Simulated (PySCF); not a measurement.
**NdH: from constants to spectrum**

HSE06 constants of NdH, sextet, about 4.0 electrons in the 4f shell (Mulliken), real f orbitals that mix terms (basis Nd x2c-TZVPPall, H x2c-TZVPPall; spin-free X2C with a Gaussian nucleus; PySCF 2.14; masses 141.9077 and 1.0078 u):

| Quantity | Value |
| --- | --- |
| ωe | 1251.0 cm⁻¹ |
| ωexe | 16.1 cm⁻¹ |
| Be | 3.717 cm⁻¹ |
| αe | 0.0757 cm⁻¹ |
| D (centrifugal) | 0.000131 cm⁻¹ |
| De to Nd (4f4 6s2) + H | 2.14 eV |

Give the vibrational terms G(v) and spacings up to v = 6.

G(v) = ωe(v+½) − ωexe(v+½)².

| v | G(v) (cm⁻¹) | G(v) − G(v−1) | Bv (cm⁻¹) |
| --- | --- | --- | --- |
| 0 | 621 |  | 3.679 |
| 1 | 1840 | 1219 | 3.603 |
| 2 | 3027 | 1187 | 3.528 |
| 3 | 4181 | 1154 | 3.452 |
| 4 | 5303 | 1122 | 3.376 |
| 5 | 6393 | 1090 | 3.301 |
| 6 | 7451 | 1058 | 3.225 |

How well does the Morse estimate ωe²/(4ωexe) reproduce De, and what is D0?

It gives 3.01 eV, 141 % of the computed De. D0 = De − G(0) = 2.14 − 0.08 = 2.06 eV.

These are scalar-relativistic numbers at best; spin–orbit coupling would shift them, the dissociation energy most. The state is the lowest single determinant that the PBE0 search found; with open d or f shells the true ground state can be another one.
